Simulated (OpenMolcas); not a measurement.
Cl III: Slater's ratio, worked from levels

```yaml
Program: OpenMolcas 26.06
Basis: ANO-RCC-VDZP [4s3p1d]
Scalar_Hamiltonian: DKH2, point nucleus
Active_space: 5 electrons in 4 orbitals (3s 3p)
State_averaging: 2S+1 = 4 odd, 1 root; 2S+1 = 2 odd, 11 roots kept (CI in the orbitals of an earlier block); 2S+1 = 4 even, 3 roots; 2S+1 = 2 even, 9 roots kept (CI in the orbitals of an earlier block)
Spin-orbit_coupling: state interaction with AMFI integrals over the reference wave functions, term energies averaged over their components
```

Methods: CASSCF; MS-CASPT2, IPEA 0.25 Eh, imaginary shift 0.1 Eh (closed shells correlated: 2s 2p). Measured levels: Moore, Atomic Energy Levels, vol. I, NSRDS-NBS 35 (1971 reprint of NBS Circular 467, 1949).

**Slater's ratio.** With one set of orbitals, p3 has 2D* - 4S* = 9 F2 and 2P* - 2D* = 6 F2 (F2 = F²/25), a ratio of 2/3. Term energies are centres of gravity, weighted by 2J + 1.

| Source | 2D* - 4S* | 2P* - 4S* | F2 from the first | Ratio |
| --- | --- | --- | --- | --- |
| CASSCF | 22714 | 31583 | 2524 | 0.390 |
| MS-CASPT2 | 20880 | 32067 | 2320 | 0.536 |
| measured | 18093 | 29875 | 2010 | 0.651 |

Energies in cm-1. A ratio away from 2/3 shows effects beyond one configuration with one set of orbitals, and in heavier atoms second-order spin-orbit shifts. In CASSCF the valence s occupation is 1.95 in 2P* against 2.00 in 2D*: mixing out of s² acts most on 2P* and pulls it down.

Term energies are means over components that CASPT2 splits; among the terms shown or strongly mixed into the levels shown the widest spread is 570 cm-1 (3s2 3p3 2D*, MS-CASPT2). Over all roots computed the reference weight is 0.87 to 0.97 in MS-CASPT2; the roots of lowest weight are the least certain, and an intruder state may touch them. Terms from blocks run as CI alone lack orbitals of their own. Some terms miss by over 15 % even with CASPT2, which points to a basis or an active space too small for the shells correlated (holds for MS-CASPT2). Computed and measured levels are paired by configuration, term and J; levels that our copy of the source lacks, or whose pairing is in doubt (as where it misses far off the trend of its configuration), stay unpaired and out of the deviations. Levels of configurations outside the active space are missing.

* marks odd parity.
